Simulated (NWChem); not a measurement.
AlHOBrF; SMILES [Br][Al]([F])[OH]

```xyz
5

Al     0.0032    -0.9501     0.0000
F     -1.4215    -1.7863     0.0000
Br    -0.0208     1.2928     0.0000
O      1.4940    -1.7617     0.0000
H      1.5268    -2.7271     0.0000
```
Atoms are numbered in this order, from 1.

Program: NWChem. Geometry: optimised at B3LYP/6-31G* (spherical d). Ions are spin-unrestricted doublets at the neutral geometry; other ion states weren't tried.

**Question.** Order these by “−ε(HOMO) (eV)”, lowest first: LDA (Slater exchange, VWN5)/def2-SVP; PBE/def2-SVP; B3LYP/def2-SVP.

**Answer.** PBE/def2-SVP (7.35), LDA (Slater exchange, VWN5)/def2-SVP (7.48), B3LYP/def2-SVP (8.38)
